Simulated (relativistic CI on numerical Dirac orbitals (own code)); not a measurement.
Electric-dipole transitions in Bi62+

These numbers are calculated, not measured: Dirac-Coulomb-Breit CI, KLI orbitals optimised for each configuration, model QED (radiative potential, 1s self-energy scaled to tabulated hydrogen-like ionisation energies), unscaled Slater integrals (own radial code, finite nucleus).

Configuration list (outside the closed core [Ne]): 3s²3p⁶3d³, 3s²3p⁵3d⁴, 3s3p⁶3d⁴, 3s²3p⁶3d²4s, 3s²3p⁶3d²4p, 3s²3p⁶3d²4d, 3s²3p⁵3d³4s, 3s²3p⁶3d²4f, 3s²3p⁵3d³4p, 3s3p⁶3d³4s, 3p⁶3d⁴4p, 3s²3p⁶3d4s4p, 3s3p⁶3d³4p, 3s²3p⁶3d²5s, 3s²3p⁶3d²5p, 3s²3p⁶3d4p4d, 3s²3p⁶3d²5d, 3s²3p⁶3d²5f, 3s²3p⁶3d²5g, 3s3p⁶3d²4s4p, 3s²3p⁶3d²6s, 3p⁶3d⁵, 3p⁵3d⁶, 3p⁵3d⁵4s, 3p⁶3d⁴4s, 3p⁵3d⁴4s², 3s²3p⁶3d4s², 3s²3p⁶4s²4p, 3s²3p⁶4s²4d, 3s²3p⁶3d4s4d, 3s²3p⁶4s4p4d, 3s²3p⁶4s4d², 3s²3p⁵3d4s²4d, 3s²3p⁶3d4p², 3s²3p⁶4s4p², 3s²3p⁶4p³, 3s²3p⁶4p²4d, 3s²3p⁵3d4s4p², 3s²3p⁶3d4d², 3s²3p⁶4p4d², 3s²3p⁶4d³, 3s²3p⁵3d4s4d², 3s3p⁶3d²4s², 3s3p⁶3d4s²4p, 3s3p⁶3d4s²4d. Double excitations out of closed p, d and f shells are left out; levels of such configurations are missing from the list, as are those of other unlisted configurations, and high levels can miss mixing partners. These lack a partner that the ground configuration has and come out too high: 3s²3p⁵3d³4p.

```tsv
λ vac (nm)	Lower	Upper	A (s⁻¹)	gf	Branching (%)
0.41335	3s²3p⁶3d³ ²D3/2 [1]	3s²3p⁵3d³4s ²F°5/2 [337]	5.00e+13	7.69e-01	94.8
0.41454	3s²3p⁶3d³ ⁴F5/2 [2]	3s²3p⁵3d³4s ⁴G°7/2 [364]	2.76e+13	5.70e-01	83.6
0.41464	3s²3p⁶3d³ ²H9/2 [4]	3s²3p⁵3d³4s ²H°11/2 [380]	4.05e+13	1.25e+00	99.7
1.2546	3s²3p⁶3d³ ²G7/2 [5]	3s²3p⁵3d⁴ ²D°5/2 [145]	7.39e+12	1.05e+00	41.4
1.2553	3s²3p⁶3d³ ⁴F5/2 [2]	3s²3p⁵3d⁴ ⁴P°3/2 [143]	4.99e+12	4.72e-01	30.0
1.2633	3s²3p⁶3d³ ²H9/2 [4]	3s²3p⁵3d⁴ ²F°7/2 [144]	1.15e+13	2.21e+00	65.9
1.2688	3s²3p⁶3d³ ⁴F9/2 [9]	3s²3p⁵3d⁴ ⁴D°7/2 [165]	6.14e+12	1.18e+00	45.4
1.2707	3s²3p⁶3d³ ⁴F7/2 [8]	3s²3p⁵3d⁴ ²F°5/2 [161]	7.96e+12	1.16e+00	63.5
1.2714	3s²3p⁶3d³ ⁴F7/2 [8]	3s²3p⁵3d⁴ ²G°9/2 [160]	3.33e+12	8.06e-01	30.5
1.2739	3s²3p⁶3d³ ⁴F9/2 [9]	3s²3p⁵3d⁴ ²H°11/2 [162]	2.99e+12	8.72e-01	21.8
1.2743	3s²3p⁶3d³ ²H11/2 [12]	3s²3p⁵3d⁴ ²G°9/2 [166]	9.92e+12	2.41e+00	96.9
1.2786	3s²3p⁶3d³ ⁴F9/2 [9]	3s²3p⁵3d⁴ ²G°9/2 [160]	4.54e+12	1.11e+00	41.7
1.2835	3s²3p⁶3d³ ²F7/2 [14]	3s²3p⁵3d⁴ ²F°7/2 [168]	8.25e+12	1.63e+00	66.6
1.2838	3s²3p⁶3d³ ⁴P5/2 [13]	3s²3p⁵3d⁴ ⁴D°7/2 [165]	6.60e+12	1.31e+00	48.9
1.2839	3s²3p⁶3d³ ²D3/2 [16]	3s²3p⁵3d⁴ ²D°3/2 [171]	1.24e+13	1.23e+00	94.6
1.2860	3s²3p⁶3d³ ²D3/2 [1]	3s²3p⁵3d⁴ ⁴D°1/2 [137]	1.54e+13	7.61e-01	99.7
1.2881	3s²3p⁶3d³ ²H11/2 [12]	3s²3p⁵3d⁴ ²H°11/2 [162]	1.07e+13	3.19e+00	78.1
1.2882	3s²3p⁶3d³ ²G9/2 [18]	3s²3p⁵3d⁴ ²G°9/2 [194]	6.50e+12	1.62e+00	99.8
1.2885	3s²3p⁶3d³ ⁴F9/2 [9]	3s²3p⁵3d⁴ ⁴D°7/2 [159]	5.26e+12	1.05e+00	59.3
1.2885	3s²3p⁶3d³ ²G9/2 [18]	3s²3p⁵3d⁴ ²F°7/2 [193]	9.41e+12	1.87e+00	93.6
1.2936	3s²3p⁶3d³ ²D5/2 [20]	3s²3p⁵3d⁴ ²F°7/2 [201]	7.38e+12	1.48e+00	92.0
1.2952	3s²3p⁶3d³ ²D5/2 [7]	3s²3p⁵3d⁴ ²D°5/2 [145]	7.92e+12	1.20e+00	44.4
1.2973	3s²3p⁶3d³ ²G9/2 [18]	3s²3p⁵3d⁴ ²H°11/2 [191]	7.55e+12	2.29e+00	99.6
1.2986	3s²3p⁶3d³ ⁴F5/2 [2]	3s²3p⁵3d⁴ ²G°7/2 [142]	2.33e+12	4.71e-01	33.3
1.3147	3s²3p⁶3d³ ⁴F5/2 [2]	3s²3p⁵3d⁴ ⁴D°3/2 [139]	5.66e+12	5.87e-01	73.1
1.3151	3s²3p⁶3d³ ²G7/2 [5]	3s²3p⁵3d⁴ ²G°7/2 [142]	4.16e+12	8.62e-01	59.4
1.3184	3s²3p⁶3d³ ²H9/2 [4]	3s²3p⁵3d⁴ ²H°9/2 [140]	5.94e+12	1.55e+00	84.3
1.4221	3s²3p⁵3d⁴ ²K°15/2 [44]	3s3p⁶3d⁴ ²I13/2 [214]	7.22e+12	3.06e+00	57.6
1.4254	3s²3p⁵3d⁴ ⁴G°11/2 [26]	3s3p⁶3d⁴ ⁴F9/2 [189]	7.47e+12	2.28e+00	59.3
2.3719	3s²3p⁶3d³ ²H11/2 [12]	3s²3p⁵3d⁴ ²G°9/2 [121]	2.41e+12	2.03e+00	93.9
2.3722	3s²3p⁶3d³ ⁴F5/2 [2]	3s²3p⁵3d⁴ ⁴F°5/2 [73]	1.65e+12	8.36e-01	75.4
2.3747	3s²3p⁶3d³ ²D5/2 [7]	3s²3p⁵3d⁴ ²P°3/2 [84]	2.31e+12	7.83e-01	96.3
2.3821	3s²3p⁶3d³ ²G9/2 [18]	3s²3p⁵3d⁴ ²F°7/2 [133]	2.35e+12	1.60e+00	88.2
2.3822	3s²3p⁶3d³ ²D3/2 [1]	3s²3p⁵3d⁴ ²D°3/2 [35]	2.57e+12	8.75e-01	99.4
2.3865	3s²3p⁶3d³ ²H9/2 [4]	3s²3p⁵3d⁴ ²F°7/2 [79]	1.12e+12	7.68e-01	98.1
2.4002	3s²3p⁶3d³ ⁴F5/2 [2]	3s²3p⁵3d⁴ ⁴D°3/2 [69]	1.68e+12	5.82e-01	81.0
2.4030	3s²3p⁶3d³ ²H9/2 [4]	3s²3p⁵3d⁴ ²H°9/2 [76]	2.27e+12	1.96e+00	85.6
2.4033	3s²3p⁶3d³ ²G7/2 [5]	3s²3p⁵3d⁴ ²F°5/2 [77]	1.83e+12	9.52e-01	79.9
2.4087	3s²3p⁶3d³ ²D5/2 [7]	3s²3p⁵3d⁴ ²D°5/2 [83]	2.21e+12	1.16e+00	82.2
2.4129	3s²3p⁶3d³ ²G7/2 [5]	3s²3p⁵3d⁴ ²G°7/2 [75]	2.03e+12	1.42e+00	80.6
2.4253	3s²3p⁶3d³ ²D3/2 [1]	3s²3p⁵3d⁴ ²F°5/2 [34]	2.18e+12	1.16e+00	99.2
2.4429	3s²3p⁶3d³ ⁴F9/2 [9]	3s²3p⁵3d⁴ ²H°9/2 [109]	1.80e+12	1.61e+00	87.0
2.4635	3s²3p⁶3d³ ²H11/2 [12]	3s²3p⁵3d⁴ ²H°11/2 [113]	1.74e+12	1.90e+00	90.4
2.4915	3s²3p⁶3d³ ²H9/2 [4]	3s²3p⁵3d⁴ ²H°11/2 [67]	5.33e+11	5.95e-01	98.8
2.5159	3s²3p⁶3d³ ⁴F5/2 [2]	3s²3p⁵3d⁴ ⁴G°7/2 [58]	6.62e+11	5.02e-01	89.9
```

Terms are leading LS components. Brackets give the number of a level in order of energy, since labels repeat. The list gives strong lines, with weight on those to low levels, without lines whose two gauges differ by over a factor of 2.5, among the lowest 400 of 4747 levels, so that lines to higher ones, which can be the strongest, are missing. Levels whose partners in the same complex of configurations lie outside the list can be far off, and so can their lines. Rates are taken at the computed energies, electric ones in the length gauge.

At this charge energies of transitions that change n are usually good to better than 1 %, and those within a shell (Δn = 0) to a few per cent.

LS names give the leading component of a level, which can be under half, so a name can repeat, a term be missing and a line seem to break the LS rules.
